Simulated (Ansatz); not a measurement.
H4Sn (SMILES [SnH4]) moved off its minimum; all values from Ansatz (a quantum-chemistry and plane-wave program), cores frozen in correlated methods. Elements past Kr take the def2 small-core potentials, without spin–orbit coupling.
(charge 0, multiplicity 1)
```xyz
5

Sn     0.0068    -0.0844    -0.0349
H     -1.0879     1.1831    -0.4885
H      0.2549    -1.1064    -1.3761
H     -0.5112    -0.7211     1.3543
H      1.4741     0.8320     0.4361
```

Question: Give the forces (eV/Å), the total energy and the dipole at CCSD(T)/def2-TZVPPD.

Answer: 
| atom | Fx | Fy | Fz |
|---|---|---|---|
| Sn1 | 1.092 | 1.940 | -0.996 |
| H2 | -0.001 | -0.212 | -0.041 |
| H3 | 0.053 | -0.185 | 0.030 |
| H4 | -0.636 | -0.989 | 1.372 |
| H5 | -0.508 | -0.555 | -0.365 |
Energy -215.7984 hartree, dipole 0.71 D.
